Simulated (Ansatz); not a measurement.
A structure relaxed at PBE-D4/def2-SVP in Ansatz, charge 0, singlet:

```xyz
7

Cd   -1.725    0.778    0.998
Cd    0.530    0.382    3.075
Cd   -1.551    0.122   -1.719
S     0.792    0.925   -2.346
S    -0.673   -1.813    0.131
S     1.330    0.870   -0.372
S     1.296   -1.264    0.234
```

(1) Give its formula.

(2) Summarise the bond lengths by kind (pairs closer than 1.2 times the sum of covalent radii, bridged metal pairs left out).

Results:

(1) the cluster Cd₃S₄.

(2) 3 × Cd–S 2.55 to 2.93 Å; 3 × S–S 2.05 to 2.22 Å; 1 × Cd–Cd 3.09 Å.

In the def2 sets Cd takes a core potential; there is no spin–orbit coupling. The restricted singlet is unstable towards broken spin symmetry in Hartree–Fock (as tested in another run); at PBE-D4/def2-SVP this wasn't settled. Another isomer (singlet) lies 2.41 eV lower at PBE0-D4/def2-TZVP; other spin states weren't run for this one.
